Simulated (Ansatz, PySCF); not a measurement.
System: CH3Si, charge 0, doublet. CH3Si (SMILES C=[SiH], doublet).
B3LYP-D3(BJ)/def2-TZVP minimum from Ansatz (a program for electronic structure):
```xyz
5

C     -1.0946    -0.0911    -0.0174
Si     0.6114    -0.0386     0.0085
H     -1.6691     0.8306    -0.0133
H     -1.6688    -1.0070    -0.0383
H      1.3450     1.2633     0.0370
```
Charge 0, spin multiplicity 2.

Atomisation energy term by term, kcal/mol (programs: Ansatz). Radicals and triplets start from unrestricted determinants; spin-orbit coupling is neglected. Cores are frozen in correlated methods. Rows without X2C or -DK are non-relativistic. CBS(X,Y): correlation extrapolated as X^-3, Hartree-Fock from the larger set. A bracket is a step between two methods taken in the basis named. '+ core + X2C': CCSD(T) terms for core correlation (cc-pwCVTZ, 1s frozen past Ne) and scalar relativity (cc-pVTZ-DK). For partners of very few electrons the exact lower level stands in for a higher one. The UHF reference of CH3Si (C=[SiH], doublet) is spin-contaminated (<S^2> up to 0.44 over the pure value in the sets run).

```
term                                                          basis  kcal/mol
-----------------------  ------------------------------------------  --------
Hartree-Fock                                            cc-pV(Q+d)Z    271.24
CCSD correlation                       CBS(cc-pV(T+d)Z,cc-pV(Q+d)Z)     87.39
(T)                                    CBS(cc-pV(T+d)Z,cc-pV(Q+d)Z)      6.46
CCSDT(Q) - CCSD(T)                                      cc-pV(T+d)Z      1.29
core correlation                                          cc-pwCVTZ      0.83
scalar relativity                                   X2C, cc-pVTZ-DK     -0.64
minus zero-point energy  Hessian by PySCF at B3LYP-D3(BJ)/def2-TZVP    -18.83
sum: D0                                                                 347.7
```

The step beyond CCSD(T) by other levels: CCSDT(Q) in cc-pV(D+d)Z 1.44 kcal/mol.
